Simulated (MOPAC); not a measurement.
MOPAC input (PM6):

```
PM6 PRECISE GNORM=0.05 LET XYZ CHARGE=-1 GEO-OK AUX(PRECISION=9) THREADS=1
C4H4N

C    -1.70247716 1    0.40861166 1    0.05612660 1
C    -1.14551551 1   -0.58957546 1    0.75642688 1
C     0.37163249 1   -0.79889547 1    0.57771698 1
C     1.10020115 1    0.10325037 1   -0.34161312 1
N     1.54147121 1    0.87314363 1   -1.08420951 1
H    -2.77364825 1    0.60733457 1    0.13996225 1
H    -1.17850729 1    1.09109328 1   -0.63303167 1
H     0.55616880 1   -1.82331349 1    0.23617418 1
H     0.86264248 1   -0.72746638 1    1.55441779 1
```

Output:

```
 *******************************************************************************
 **                                                                           **
 **                              MOPAC v23.2.5                                **
 **                                                                           **
 *******************************************************************************
 ** MOPAC's Digital Object Identifier: https://doi.org/10.5281/zenodo.6511958 **
 **                                                                           **
 ** Please cite the open-source release paper for use of this MOPAC version:  **
 ** J. E. Moussa and J. J. P. Stewart (2026)                                  **
 ** MOPAC: An open-source semiempirical molecular orbital program             **
 ** J. Open Source Softw., 11(119), 8025, https://doi.org/10.21105/joss.08025 **
 *******************************************************************************

                              PM6 CALCULATION RESULTS

 *******************************************************************************
 *  PM6        - The PM6 Hamiltonian to be used
 *  GEO-OK     - OVERRIDE INTERATOMIC DISTANCE AND OTHER SAFETY CHECKS
 *
 *
 *
 *                 CHARGE ON SYSTEM = -1
 *
 *
 *
 *  LET        - OVERRIDE SOME SAFETY CHECKS
 *  PRECISE    - TIGHTER CRITERIA TO BE USED
 *  XYZ        - CARTESIAN COORDINATE SYSTEM TO BE USED
 *  GNORM      - EXIT WHEN GRADIENT NORM DROPS BELOW 0.050
 *  AUX        - OUTPUT AUXILIARY INFORMATION
 *******************************************************************************
PM6 PRECISE GNORM=0.05 LET XYZ CHARGE=-1 GEO-OK AUX(PRECISION=9) THREADS=1
 C4H4N

   ATOM   CHEMICAL          X               Y               Z
  NUMBER   SYMBOL      (ANGSTROMS)     (ANGSTROMS)     (ANGSTROMS)

     1       C         -1.70247716  *   0.40861166  *   0.05612660  *
     2       C         -1.14551551  *  -0.58957546  *   0.75642688  *
     3       C          0.37163249  *  -0.79889547  *   0.57771698  *
     4       C          1.10020115  *   0.10325037  *  -0.34161312  *
     5       N          1.54147121  *   0.87314363  *  -1.08420951  *
     6       H         -2.77364825  *   0.60733457  *   0.13996225  *
     7       H         -1.17850729  *   1.09109328  *  -0.63303167  *
     8       H          0.55616880  *  -1.82331349  *   0.23617418  *
     9       H          0.86264248  *  -0.72746638  *   1.55441779  *

          CARTESIAN COORDINATES

    NO.       ATOM           X           Y           Z

     1         C         -1.7025      0.4086      0.0561
     2         C         -1.1455     -0.5896      0.7564
     3         C          0.3716     -0.7989      0.5777
     4         C          1.1002      0.1033     -0.3416
     5         N          1.5415      0.8731     -1.0842
     6         H         -2.7736      0.6073      0.1400
     7         H         -1.1785      1.0911     -0.6330
     8         H          0.5562     -1.8233      0.2362
     9         H          0.8626     -0.7275      1.5544

 General Reference for PM6:
 "Optimization of Parameters for Semiempirical Methods V: Modification of NDDO Approximations
 and Application to 70 Elements", J. J. P. Stewart, J. Mol. Mod., 13, 1173-1213 (2007)
 URL: https://link.springer.com/article/10.1007/s00894-007-0233-4

           Empirical Formula: C4 H4 N  =     9 atoms

      MOLECULAR POINT GROUP   :   Cs

      RHF CALCULATION, NO. OF DOUBLY OCCUPIED LEVELS = 13

          Geometry optimization using EF

          DIAGONAL MATRIX USED AS START HESSIAN

 CYCLE:     1  GRAD.:    58.129 HEAT:  65.21427
 CYCLE:     2  GRAD.:   529.840 HEAT:  90.57101
 CYCLE:     3  GRAD.:   351.983 HEAT:  93.73029
 CYCLE:     4  GRAD.:   832.224 HEAT:  104.3458
 CYCLE:     5  GRAD.:   210.329 HEAT:  71.89594
 CYCLE:     6  GRAD.:   200.814 HEAT:  70.82132
 CYCLE:     7  GRAD.:   120.371 HEAT:  66.08310
 CYCLE:     8  GRAD.:   133.129 HEAT:  68.35964
 CYCLE:     9  GRAD.:   308.727 HEAT:  69.55245
 CYCLE:    10  GRAD.:   159.970 HEAT:  73.73473
 CYCLE:    11  GRAD.:   117.125 HEAT:  64.94536
 CYCLE:    12  GRAD.:    71.163 HEAT:  64.88557
 CYCLE:    13  GRAD.:    37.784 HEAT:  62.16090
 CYCLE:    14  GRAD.:   119.219 HEAT:  65.85133
 CYCLE:    15  GRAD.:    17.432 HEAT:  61.65432
 CYCLE:    16  GRAD.:    39.147 HEAT:  61.68427
 CYCLE:    17  GRAD.:     4.072 HEAT:  61.52630
 CYCLE:    18  GRAD.:     5.597 HEAT:  61.46094
 CYCLE:    19  GRAD.:    10.388 HEAT:  61.27847
 CYCLE:    20  GRAD.:    20.888 HEAT:  61.21698
 CYCLE:    21  GRAD.:     1.756 HEAT:  61.16403
 CYCLE:    22  GRAD.:     0.996 HEAT:  61.16141
 CYCLE:    23  GRAD.:     3.655 HEAT:  61.16542
 CYCLE:    24  GRAD.:     0.575 HEAT:  61.16036
 CYCLE:    25  GRAD.:     0.219 HEAT:  61.16022
 CYCLE:    26  GRAD.:     0.270 HEAT:  61.16010
 CYCLE:    27  GRAD.:     0.100 HEAT:  61.16008
 CYCLE:    28  GRAD.:     0.077 HEAT:  61.16008
 CYCLE:    29  GRAD.:     0.031 HEAT:  61.16007

     GRADIENT =  0.03125 IS LESS THAN CUTOFF =  0.05000

 -------------------------------------------------------------------------------
 PM6 PRECISE GNORM=0.05 LET XYZ CHARGE=-1 GEO-OK AUX(PRECISION=9) THREADS=1
 C4H4N

     GEOMETRY OPTIMISED USING EIGENVECTOR FOLLOWING (EF).
     SCF FIELD WAS ACHIEVED

                              PM6 CALCULATION
                                                       MOPAC v23.2.5 Linux

          FINAL HEAT OF FORMATION =         61.16007 KCAL/MOL =     255.89375 KJ/MOL

          COSMO AREA              =        114.25 SQUARE ANGSTROMS
          COSMO VOLUME            =         99.32 CUBIC ANGSTROMS

          GRADIENT NORM           =          0.03125          =       0.01042 PER ATOM
          IONIZATION POTENTIAL    =          1.904646 EV
          HOMO LUMO ENERGIES (EV) =         -1.905  5.977
          NO. OF FILLED LEVELS    =         13
          MOLECULAR WEIGHT        =         66.0823         POINT GROUP:  Cs

          MOLECULAR DIMENSIONS (Angstroms)

            Atom       Atom       Distance
            H     6    N     5     4.84507
            H     7    H     8     3.35507
            H     9    H     7     1.72373

          SCF CALCULATIONS        =         30

   ATOM   CHEMICAL          X               Y               Z
  NUMBER   SYMBOL      (ANGSTROMS)     (ANGSTROMS)     (ANGSTROMS)

     1       C         -1.84698291  *   0.38890438  *   0.10611088  *
     2       C         -1.07871087  *  -0.52319256  *   0.68569309  *
     3       C          0.36685247  *  -0.76010077  *   0.54657695  *
     4       C          1.14511458  *   0.10800772  *  -0.35600439  *
     5       N          1.72883109  *   0.80911458  *  -1.07454730  *
     6       H         -2.89897051  *   0.43672738  *   0.31091715  *
     7       H         -1.51925843  *   1.13777909  *  -0.59258367  *
     8       H          0.50069518  *  -1.81255180  *   0.20908724  *
     9       H          0.81542548  *  -0.68708872  *   1.56288918  *

                             CARTESIAN COORDINATES

   1    C       -1.846982912     0.388904379     0.106110875
   2    C       -1.078710875    -0.523192559     0.685693092
   3    C        0.366852470    -0.760100768     0.546576951
   4    C        1.145114578     0.108007716    -0.356004388
   5    N        1.728831092     0.809114580    -1.074547305
   6    H       -2.898970513     0.436727383     0.310917148
   7    H       -1.519258432     1.137779088    -0.592583669
   8    H        0.500695179    -1.812551798     0.209087241
   9    H        0.815425483    -0.687088716     1.562889180

           Empirical Formula: C4 H4 N  =     9 atoms

      MOLECULAR POINT GROUP   :   Cs

                  EIGENVALUES
 -26.95310 -21.89908 -18.54946 -13.49546 -11.63487 -10.67984  -9.60411  -8.40786
  -8.26842  -8.08211  -6.83354  -3.67140  -1.90465   5.97663   5.98023   8.02153
   8.14846   9.99770  10.08911  10.36107  11.13787  12.28480  12.49413  13.58809

              NET ATOMIC CHARGES AND DIPOLE CONTRIBUTIONS

  ATOM NO.   TYPE          CHARGE      No. of ELECS.   s-Pop       p-Pop
    1          C          -0.539807        4.5398     1.09463     3.44517
    2          C          -0.371519        4.3715     1.32723     3.04429
    3          C          -0.221412        4.2214     1.08960     3.13181
    4          C           0.120208        3.8798     1.19355     2.68624
    5          N          -0.423998        5.4240     1.81582     3.60818
    6          H           0.101282        0.8987     0.89872
    7          H           0.078097        0.9219     0.92190
    8          H           0.128575        0.8714     0.87142
    9          H           0.128573        0.8714     0.87143
 DIPOLE           X         Y         Z       TOTAL
 POINT-CHG.     2.595    -1.687     0.799     3.197
 HYBRID         0.650     0.953    -0.944     1.491
 SUM            3.245    -0.734    -0.145     3.330

          ATOMIC ORBITAL ELECTRON POPULATIONS

     Atom    s        px        py        pz
    1  C   1.09463   1.09587   1.15230   1.19700
    2  C   1.32723   0.87594   1.11832   1.05003
    3  C   1.08960   1.08072   1.03578   1.01531
    4  C   1.19355   0.86428   0.91319   0.90877
    5  N   1.81582   1.21117   1.19856   1.19845
    6  H   0.89872
    7  H   0.92190
    8  H   0.87142
    9  H   0.87143

 **********************
 *                    *
 * JOB ENDED NORMALLY *
 *                    *
 **********************

 == MOPAC DONE ==
```

The dipole moment of an ion depends on the origin.

The geometry given is a B3LYP-D3(BJ)/def2-TZVP minimum.
